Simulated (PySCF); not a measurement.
# Pb(IV) with more and more SH

Computed with PySCF 2.14.0, PBE0, def2-SVP on the ligands, density fitting, scalar-relativistic core potentials, no spin-orbit coupling, vacuum. The metal has def2-SVP with ECP60. Each complex is relaxed within the symmetry of its template. Distances are means of the shortest metal–ligand contacts, charges and spins Mulliken's; removal energies are rigid, with the ligand's formal charge and no counterpoise, so too large; for an anion taken off a cation in vacuum most of it is the attraction of opposite charges, and multiply charged cations can part far more cheaply with an electron moved from ligand to metal.

```json
{"complex": "[Pb(SH)2]2+", "point group": "C2", "M–SH (Å)": "2.426", "charge on M (e)": "1.13", "HOMO–LUMO gap (eV)": "3.39", "removal of one SH (eV)": "25.33", "strongest infrared band, degenerate modes summed (cm⁻¹)": "2575", "unstable modes (below −25 cm⁻¹)": "0"}
{"complex": "Pb(SH)4", "point group": "S4", "M–SH (Å)": "2.511", "charge on M (e)": "0.57", "HOMO–LUMO gap (eV)": "4.17", "removal of one SH (eV)": "9.19", "strongest infrared band, degenerate modes summed (cm⁻¹)": "321", "unstable modes (below −25 cm⁻¹)": "0"}
```

Problem. What does the calculation give for [Pb(SH)3]+?

Solution. point group: C3h, M–SH (Å): 2.444, charge on M (e): 0.73, HOMO–LUMO gap (eV): 3.95, removal of one SH (eV): 15.96, strongest infrared band, degenerate modes summed (cm⁻¹): 2685, unstable modes (below −25 cm⁻¹): 0.
```xyz
7

Pb    0.0000    0.0000    0.4878
S     2.3865    0.5263    0.4860
H     2.7506   -0.7811    0.4870
S    -1.6490    1.8036    0.4860
H    -0.6989    2.7726    0.4870
S    -0.7375   -2.3299    0.4860
H    -2.0517   -1.9915    0.4870
```

The more ligands, the longer each bond and the weaker the last ligand is held.

Moved off a saddle point of the template and relaxed again: [Pb(SH)3]+, Pb(SH)4. One start shape was tried for each, so a minimum needn't be the lowest isomer.
